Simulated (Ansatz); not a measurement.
Ansatz (a program for electronic structure) input:
A basis named .json is the Basis Set Exchange file of that set.

Ansatz 0.2 input:
```yaml
crystal:
  periodic: [false, false, false]
  atoms:
    - {symbol: C, position_ang: [-1.16288243, -0.16046339, -0.48978034]}
    - {symbol: C, position_ang: [0.27859612, -0.13997124, -0.19633889]}
    - {symbol: Cl, position_ang: [0.91530387, 1.56612668, -0.20792703]}
    - {symbol: Cl, position_ang: [1.11900840, -1.07001425, -1.47020717]}
    - {symbol: Cl, position_ang: [0.64798269, -0.85273675, 1.40864495]}
    - {symbol: Cl, position_ang: [-2.28122760, 0.48689446, 0.59856049]}
    - {symbol: H, position_ang: [-1.51242710, -0.41198434, -1.47749531]}
basis:
  gaussian:
    orbitals: cc-pV_Q+d_Z.json
hamiltonian:
  xc: pbe
magnetization: {spin_polarized: true, initial_magnetization: 1}
correlation: {method: rpa, electrons: outside_noble_gas}
```

Which total energy does the run end on?

-1916.21469 Eh (RPA@PBE/cc-pV(Q+d)Z). The basis has 396 functions.

It need not be the lowest isomer of its formula.
